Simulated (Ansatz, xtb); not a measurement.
BH8NO3Si: which of two structures lies lower

Structure I is `O[SiH2][NH2+][BH-](O)O`, a singlet and structure II is a singlet given by its coordinates. Both are isolated molecules in the gas phase, relaxed with PBE0-D4/def2-SVP; the shapes shown needn't be the lowest conformers.

I (Å):

```yaml
atoms:
  - { symbol: B, position_ang: [-0.5495, 1.5193, 0.9192] }
  - { symbol: N, position_ang: [0.1966, 0.4792, -0.1868] }
  - { symbol: O, position_ang: [-1.1883, -1.6060, 0.9348] }
  - { symbol: O, position_ang: [-0.5174, 2.8238, 0.3755] }
  - { symbol: O, position_ang: [-1.8821, 0.9168, 1.0215] }
  - { symbol: Si, position_ang: [0.3223, -1.2276, 0.4445] }
  - { symbol: H, position_ang: [-1.6813, -0.7633, 1.1214] }
  - { symbol: H, position_ang: [0.7639, -2.1059, -0.6733] }
  - { symbol: H, position_ang: [1.3733, -1.1611, 1.4935] }
  - { symbol: H, position_ang: [1.1017, 0.9173, -0.3697] }
  - { symbol: H, position_ang: [-0.3304, 0.5276, -1.0638] }
  - { symbol: H, position_ang: [0.1632, 1.4239, 1.9186] }
  - { symbol: H, position_ang: [-1.2705, 2.9579, -0.2093] }
  - { symbol: H, position_ang: [-2.3674, 1.3420, 1.7351] }
```

II (Å):

```json
{"atom": "B", "x (Å)": "0.8501", "y (Å)": "1.9971", "z (Å)": "0.5548"}
{"atom": "N", "x (Å)": "-0.1194", "y (Å)": "0.0010", "z (Å)": "-1.6151"}
{"atom": "O", "x (Å)": "-2.3493", "y (Å)": "-0.3480", "z (Å)": "-0.1032"}
{"atom": "O", "x (Å)": "-0.4394", "y (Å)": "1.3505", "z (Å)": "0.7559"}
{"atom": "O", "x (Å)": "0.8525", "y (Å)": "2.3970", "z (Å)": "-1.0369"}
{"atom": "Si", "x (Å)": "-0.7199", "y (Å)": "-0.0984", "z (Å)": "0.0587"}
{"atom": "H", "x (Å)": "0.5177", "y (Å)": "1.5345", "z (Å)": "-1.4774"}
{"atom": "H", "x (Å)": "0.6138", "y (Å)": "-0.6653", "z (Å)": "-1.8535"}
{"atom": "H", "x (Å)": "-0.8641", "y (Å)": "-0.0895", "z (Å)": "-2.3057"}
{"atom": "H", "x (Å)": "-0.0403", "y (Å)": "-1.2262", "z (Å)": "0.7466"}
{"atom": "H", "x (Å)": "-2.8996", "y (Å)": "0.0486", "z (Å)": "0.5792"}
{"atom": "H", "x (Å)": "1.8184", "y (Å)": "1.2446", "z (Å)": "0.6261"}
{"atom": "H", "x (Å)": "0.9577", "y (Å)": "3.0602", "z (Å)": "1.1409"}
{"atom": "H", "x (Å)": "0.1628", "y (Å)": "3.0599", "z (Å)": "-1.1721"}
```

Close contacts (Å): B1–O4 1.46, B1–O5 1.64, N2–Si6 1.78, O3–Si6 1.66, O4–Si6 1.63, B1–H12 1.23, B1–H13 1.22, N2–H8 1.02, N2–H9 1.02, O3–H11 0.96, O5–H7 1.02, O5–H14 0.97, Si6–H10 1.49.

Quicker runs give these differences E(II) − E(I): GFN2-xTB −0.370 eV; HF/STO-3G +0.393 eV (at GFN2-xTB geometries); r2SCAN-D4/def2-SVP +0.125 eV (at GFN2-xTB geometries).

Estimate which is lower in electronic energy at CCSD(T)/def2-SVP + ΔMP2/def2-TZVPP, and by roughly how much.

Not settled: CCSD(T)/def2-SVP + ΔMP2/def2-TZVPP gives E(II) − E(I) = −0.064 eV, but this leans on the basis-set step: CCSD(T) alone gives +0.160 eV.

The same difference at several levels:

| level | geometry | E(II) − E(I) (eV) | departure from the last row (eV) | job, with rough time for the two |
| --- | --- | --- | --- | --- |
| GFN2-xTB | GFN2-xTB | −0.370 | −0.307 | optimisation, 0.47 s |
| HF/STO-3G | GFN2-xTB | +0.393 | +0.456 | single point, 0.32 s |
| r2SCAN-D4/def2-SVP | GFN2-xTB | +0.125 | +0.189 | single point, 2.7 s |
| PBE0-D4/def2-SVP | PBE0-D4/def2-SVP | +0.123 | +0.187 | optimisation, 59 s |
| HF/def2-SVP | PBE0-D4/def2-SVP | +0.157 | +0.220 | part of the CCSD(T) run |
| MP2/def2-SVP | PBE0-D4/def2-SVP | +0.124 | +0.188 | part of the CCSD(T) run |
| CCSD(T)/def2-SVP | PBE0-D4/def2-SVP | +0.160 | +0.223 | single point |
| CCSD(T)/def2-SVP + ΔMP2/def2-TZVPP | PBE0-D4/def2-SVP | −0.064 |  | single point, 33 s |

HF/STO-3G, r2SCAN-D4/def2-SVP, PBE0-D4/def2-SVP, HF/def2-SVP, MP2/def2-SVP, CCSD(T)/def2-SVP put the two in the other order. The largest departure from CCSD(T)/def2-SVP + ΔMP2/def2-TZVPP is that of HF/STO-3G, 0.456 eV. The last row adds to CCSD(T) the change of the MP2 difference between the two basis sets, here −0.223 eV, a large step that makes the value less sure.

With thermal terms from frequencies at re-optimised GFN2-xTB minima (ideal gas, soft modes damped towards free rotors, one conformer each, 298.15 K, 1 atm): on the last row, ΔE + ΔZPE = −0.036, ΔH = −0.024, ΔG = −0.046 eV.

The correlated steps freeze 10 core orbitals. Programs: Ansatz 0.2.0, xtb 6.7.1; the last row on 2 threads of Intel(R) Xeon(R) 6975P-C (Granite Rapids) on a shared host.
